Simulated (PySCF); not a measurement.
# Diatomic cations of C with group 13

CCSD(T) with double-zeta basis sets in PySCF, for the lowest determinant that a PBE0 search found; no spin–orbit coupling. De refers to high-spin ground-configuration atoms (the charge goes to the atom of lower measured ionisation energy or higher electron affinity, which is not always the lowest computed limit).

```
 M               basis  reference, frozen orbitals  charged atom  state (unpaired electrons)  Re (Å)  ωe (cm⁻¹)  De (eV)
Ga  cc-pVDZ-PP/cc-pVDZ                      UHF, 5           Ga+          triplet (σ ↑, π ↑)   2.792        148     0.28
In  cc-pVDZ-PP/cc-pVDZ                      UHF, 5           In+          triplet (σ ↑, π ↑)   3.089        118     0.21
Tl            def2-SVP                      UHF, 5           Tl+          triplet (σ ↑, π ↑)   3.175        117      n/a
```

The shortest bond is that of GaC⁺ (2.792 Å), the longest that of TlC⁺ (3.175 Å).

The rows differ in basis set, which adds steps of its own.

Down a group the atoms grow and get heavier, so bonds lengthen and wavenumbers fall; this series shows no clear exception.

Correlated steps freeze 5 core orbitals. Weak bonds: GaC⁺, InC⁺. Basis-set superposition, not corrected here, can be much of De in a small basis, most of all at correlated wavefunction levels. Spin–orbit coupling is left out, which matters for elements this heavy, above all for dissociation energies. For an ion De counts to the pair picked by the measured ionisation energies or electron affinities, which need not be the lowest pair at this level. States were picked by a PBE0 search and need not be the measured ground states.
